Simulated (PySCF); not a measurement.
Structure problem from calculated spectra and properties.

Formula: C2H3F2GeN.

- Triplet: lowest triplet excitation (Tamm–Dancoff): 4.87 eV [TDA PBE0/def2-SVPD]
- Couplings: largest of the computed one-bond spin–spin couplings (means over like bonds): 13C–1H +270.1, 13C–13C +184.0, 15N–1H -80.6 (×2) Hz [B3LYP/pcJ-1 (pcSseg-1 on Ge)]
- Rotational structure: rotational constants A, B, C: 3.450, 1.945, 1.876 GHz [PBE0-D3(BJ)/def2-SVP]
- 1H NMR: chemical shifts (computed TMS as zero) by class: 2.20 (1 H), 1.26 (2 H) ppm [GIAO CAM-B3LYP/pcSseg-2]
- Dipole: 3.55 D [PBE0/def2-SVPD]
- UV, first state: lowest singlet excitation: 6.13 eV (202 nm, f = 0.000) [TDDFT PBE0/def2-SVPD]
- Polarisability: 55.6 au [PBE0/def2-SVPD]
- 13C NMR: chemical shifts (computed TMS as zero) by class: 104.0 (1 C), 82.3 (1 C) ppm [GIAO CAM-B3LYP/pcSseg-2]
- Valence photoelectron: vertical ionisation energy: 10.75 eV [ΔSCF PBE0/def2-SVPD]
- NMR, other nuclei: isotropic shieldings of nuclei other than C and H, by class: 234 (1 N), 337 (2 F), 1349 (1 Ge) ppm [GIAO CAM-B3LYP/pcSseg-2]

The electronic properties come from PySCF, for the isolated species, density fitting. Levels stand in brackets. Isolated species at its PBE0-D3(BJ)/def2-SVP geometry (one conformer only). Relativistic effects, spin–orbit coupling among them, are left out although an element past zinc is present. NMR values are class means; diastereotopic atoms form classes of their own.

Problem. Propose a structure and show how it fits.

Solution. Numbering: `[CH:1]#[C:2][Ge:3]([NH2:4])([F:5])[F:6]`. 2 carbons fall into 2 classes; from least to most shielded: terminal alkyne carbon [C1] (104.0 ppm), alkyne carbon [C2] (82.3 ppm). Hydrogen classes from least to most shielded: 1 H on a terminal alkyne carbon, C1 (2.20 ppm), 2 H on a nitrogen bonded to Ge and 2 H, N4 (1.26 ppm). The other shieldings belong to: 234 ppm, nitrogen bonded to Ge and 2 H [N4]; 337 ppm, fluorine bonded to Ge [F5/F6]; 1349 ppm, germanium bonded to C, 2 F and N [Ge3]. The couplings run between: +270.1 Hz, terminal alkyne carbon [C1] and its hydrogen; +184.0 Hz, terminal alkyne carbon [C1] and alkyne carbon [C2]; -80.6 Hz, nitrogen bonded to Ge and 2 H [N4] and its hydrogen (with 1 like pair). The first electron is taken from the HOMO, whose largest Löwdin shares are 0.68 on the nitrogen bonded to Ge and 2 H, 0.07 on the germanium bonded to C, 2 F and N, 0.07 on an N–H hydrogen and 0.06 on an N–H hydrogen. By its constants the optimised geometry is an asymmetric top. Structure: `C#[C][Ge]([NH2])([F])[F]`. The assignments are read from this structure; whether some other isomer fits the data as well wasn't checked. NMR values of atoms bound to Ge lack the spin–orbit term that these neighbours bring.

Shape of the structure used: `[CH:1]#[C:2][Ge:3]([NH2:4])([F:5])[F:6]`: H–N4–Ge3–C2 -38°, H–N4–Ge3–C2 -173°.
